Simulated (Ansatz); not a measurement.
Correlation energies of `BC1C=CN1` by basis set

```csv
atom,x (Å),y (Å),z (Å)
B1,-0.7087,-0.5799,-1.0121
C2,0.1982,-0.8495,0.2056
C3,-0.6463,0.3180,0.7052
C4,0.4817,1.0932,0.6154
N5,1.3390,0.0884,0.2696
H6,-1.7350,-1.1883,-1.1246
H7,-0.3259,0.1528,-1.8780
H8,0.2761,-1.7653,0.7831
H9,-1.6005,0.4101,1.1952
H10,0.7304,2.1409,0.7422
H11,1.9909,0.1797,-0.5017
```

Total charge 0; spin multiplicity 1. The geometry is a stationary point of PBE0-D4/def2-TZVP. Frozen core, restricted reference, Ansatz. CBS rows extrapolate triple and quadruple zeta; past MP2 they add the triple-zeta difference.

| basis | HF (Eh) | MP2 corr. | CCSD corr. | (T) | CCSD(T) total |
| --- | --- | --- | --- | --- | --- |
| def2-SVP | -195.97920 | -0.66204 | -0.70240 | -0.02789 | -196.70949 |
| def2-TZVPP | -196.19788 | -0.80602 | -0.83407 | -0.04103 | -197.07298 |
| def2-QZVPP | -196.20684 | -0.85726 | – | – | – |
| CBS(def2) | -196.20807 | -0.89520 | -0.92325 | as TZ | -197.17235 |
